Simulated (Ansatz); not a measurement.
Ansatz (a program for electronic structure) input:
A basis named .json is the Basis Set Exchange file of that set.

Ansatz 0.2 input:
```yaml
crystal:
  periodic: [false, false, false]
  atoms:
    - {symbol: C, position_ang: [-2.06267239, -0.39568048, 0.08846500]}
    - {symbol: Si, position_ang: [-0.25188597, -0.04831905, 0.01080302]}
    - {symbol: Cl, position_ang: [0.64535156, -1.21838193, -1.41334649]}
    - {symbol: Cl, position_ang: [0.08454981, 1.91751364, -0.46311365]}
    - {symbol: Cl, position_ang: [0.63413587, -0.43746975, 1.81795858]}
    - {symbol: H, position_ang: [-2.23108416, -1.44327031, 0.34105235]}
    - {symbol: H, position_ang: [-2.53055002, 0.23128520, 0.84847284]}
    - {symbol: H, position_ang: [-2.52456088, -0.18571874, -0.87703096]}
basis:
  gaussian:
    orbitals: cc-pV_Q+d_Z.json
    fitting: {mean_field: def2-universal-jkfit, correlation: cc-pVQZ-RIFIT.json}
magnetization: {spin_polarized: false}
correlation: {method: mp2, electrons: outside_noble_gas}
```

### Question
Which total energy does the run end on?

### Answer
-1708.27913 Eh (RI-MP2/cc-pV(Q+d)Z). The basis has 401 functions. The run takes about 23 core-seconds (a rough figure).
